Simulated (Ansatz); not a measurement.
Compare A (`CC/C=C(\C)CC`) with its isomer B (`C[C@@H]1CC[C@H](C)C1`).

Gas-phase electronic energies from Ansatz, PBE0-D4/def2-TZVP geometries. CCSD(T)/CBS adds triple-zeta CCSD(T) − MP2 to the extrapolated MP2 energy (def2 sets, frozen cores). Functionals use def2-TZVPP. B3LYP here is the variant with VWN-RPA as its local correlation; programs differ in this. One conformer a species, not always the lowest.

Task: Which isomer does CCSD(T)/CBS put lower? Give the gap. (An estimate is asked.)

Result: Computed: B, by 61.4 kJ/mol.

Task: Give E(B) − E(A) in kJ/mol with PBE-D4, B3LYP, BLYP-D4, CCSD(T)/def2-TZVPP, r2SCAN-D4, B2PLYP, PBE0-D4. (Best estimate.)

Result: Ansatz gave: PBE-D4 -56.2, B3LYP -38.6, BLYP-D4 -33.2, CCSD(T)/def2-TZVPP -62.7, r2SCAN-D4 -59.0, B2PLYP -49.4, PBE0-D4 -68.9. None reverses the order clearly.

Largest T1 diagnostic: 0.009.

From r2SCAN to r2SCAN0 (25 % exact exchange), in def2-TZVPP and without D4, E(B) − E(A) moves by −9.3 kJ/mol. At CCSD(T), def2-SVP lies −5.3 kJ/mol from the extrapolated value and def2-TZVPP −1.2 kJ/mol.
